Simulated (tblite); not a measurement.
Species: C6H14Si3.
Atom-mapped SMILES: `[CH2:1]=[C:2]([CH3:3])[Si@H:4]1[SiH2:5][CH:6]=[CH:7][CH2:8][SiH2:9]1` (hydrogens: H10, H11 on C1; H12, H13, H14 on C3; H15 on Si4; H16, H17 on Si5; H18 on C6; H19 on C7; H20, H21 on C8; H22, H23 on Si9)

Geometry (GFN2-xTB, Å), atoms numbered from 1 in this order:
```
atom  x, y, z in Å
C1    -3.2117   -1.0005   -0.7135
C2    -2.1014   -0.2907   -0.5711
C3    -2.0266    1.1337   -1.0308
Si4   -0.5304   -1.0011    0.2155
Si5    1.3082   -0.9455   -1.2310
C6     2.7492   -0.6974   -0.0488
C7     2.7797    0.1842    0.9501
C8     1.7198    1.1812    1.2538
Si9    0.1510    0.3437    1.9924
H10   -4.1075   -0.5944   -1.1612
H11   -3.2722   -2.0243   -0.3851
H12   -1.2623    1.2428   -1.8001
H13   -2.9779    1.4716   -1.4386
H14   -1.7531    1.7835   -0.1995
H15   -0.8962   -2.3651    0.6479
H16    1.2563    0.1758   -2.1883
H17    1.5907   -2.1420   -2.0344
H18    3.5957   -1.3659   -0.1475
H19    3.6263    0.1926    1.6298
H20    2.1050    1.9343    1.9394
H21    1.4195    1.6972    0.3397
H22   -0.7283    1.4433    2.4225
H23    0.5614   -0.3302    3.2312
```

Computed values, GFN2-xTB/tblite, gas phase, harmonic and unscaled. This tight-binding method is rough: wavenumbers can miss measured ones by several per cent, in bad cases by 10 to 20. Modes of hydrogen on silicon can be 10 to 20 % off. One conformer, not necessarily the lowest.

Harmonic wavenumbers (cm⁻¹): 35.7, 41.8, 89.3, 120.3, 137.8, 154.5, 163.9, 229.7, 273.3, 337.5, 341.2, 362.5, 376.6, 413.0, 435.6, 456.5, 506.4, 530.1, 563.5, 570.3, 615.5, 625.3, 630.9, 662.6, 677.9, 689.0, 740.4, 769.5, 807.2, 814.3, 820.8, 900.1, 930.0, 962.9, 1010.3, 1029.2, 1038.8, 1127.8, 1194.7, 1211.5, 1244.6, 1350.1, 1399.8, 1424.8, 1479.7, 1486.1, 1490.7, 1643.9, 1680.2, 2104.0, 2134.9, 2166.0, 2196.7, 2201.2, 2957.1, 2993.7, 2995.2, 3006.1, 3006.9, 3019.0, 3033.9, 3058.4, 3109.9.

A = 1457, B = 724.5, C = 587.3 MHz; mass 170.040 u (most abundant isotopes); point group C1, symmetry number 1.

Task: Zero-point energy?

Result: Half the sum of the wavenumbers: 37291 cm⁻¹ = 446.09 kJ/mol.

Task: Give the ideal-gas entropy at 350 K and 1 bar in the rigid-rotor, harmonic-oscillator model (classical rotation).

Result: Translation 176.24, rotation 130.15, vibration 209.97: S = 516.4 J/(mol K).

Task: And Cp and H(350 K) − H(0)?

Result: Cp = 249.14 J/(mol K), of which vibrations give 215.88 (their classical limit is 63 R = 523.8); H(350 K) − H(0) = 50.16 kJ/mol without the zero-point energy, 38.52 from vibrations.

Task: Blend soft modes into free rotors: weight 1/[1 + (100 cm⁻¹/ν̃)⁴] for the oscillator and the rest for a rotor with moment μB/(μ + B), μ = h/(8π²ν), B = 10⁻⁴⁴ kg m². What vibrational entropy results?

Result: 192.50 J/(mol K) in place of 209.97, which changes −T·S at 350 K by +6.11 kJ/mol.

Task: How do the functions run with temperature in this model?

Result: 
```json
{"T (K)": "100", "S (J/(mol K))": "316.8", "Cp (J/(mol K))": "95.0", "H − H(0) (kJ/mol)": "6.30", "G − H(0) (kJ/mol)": "-25.37", "ln q(vib)": "2.68"}
{"T (K)": "200", "S (J/(mol K))": "402.7", "Cp (J/(mol K))": "161.1", "H − H(0) (kJ/mol)": "19.08", "G − H(0) (kJ/mol)": "-61.46", "ln q(vib)": "6.35"}
{"T (K)": "300", "S (J/(mol K))": "480.0", "Cp (J/(mol K))": "222.6", "H − H(0) (kJ/mol)": "38.36", "G − H(0) (kJ/mol)": "-105.65", "ln q(vib)": "10.12"}
{"T (K)": "500", "S (J/(mol K))": "616.6", "Cp (J/(mol K))": "313.4", "H − H(0) (kJ/mol)": "92.61", "G − H(0) (kJ/mol)": "-215.70", "ln q(vib)": "17.61"}
{"T (K)": "800", "S (J/(mol K))": "783.7", "Cp (J/(mol K))": "396.6", "H − H(0) (kJ/mol)": "200.22", "G − H(0) (kJ/mol)": "-426.72", "ln q(vib)": "28.00"}
{"T (K)": "1000", "S (J/(mol K))": "876.3", "Cp (J/(mol K))": "432.7", "H − H(0) (kJ/mol)": "283.34", "G − H(0) (kJ/mol)": "-592.93", "ln q(vib)": "34.26"}
```

q(vib) and H(0) count from the zero-point level.

Task: What must be added to the electronic energy to get the Gibbs energy at 350 K and 1 bar?

Result: ZPE + [H(350 K) − H(0)] − T·S = 446.09 + 50.16 − 180.73 = 315.52 kJ/mol.

Task: Which modes carry the vibrational entropy at 350 K?

Result: 35.7 cm⁻¹: 24.28; 41.8 cm⁻¹: 22.97; 89.3 cm⁻¹: 16.69; 120.3 cm⁻¹: 14.25; 137.8 cm⁻¹: 13.15; 154.5 cm⁻¹: 12.23 J/(mol K); the other 57 give 106.40 together.

Hindered rotation and anharmonicity are outside this model. Other conformers, if any are populated, would add a mixing term that is left out. The structure is chiral; the term R ln 2 for an equal mix with its mirror image is left out.

On one thread, Arm Neoverse N1 (aarch64), shared host, this took 2.6 s. This covers the Hessian and the dipole derivatives.
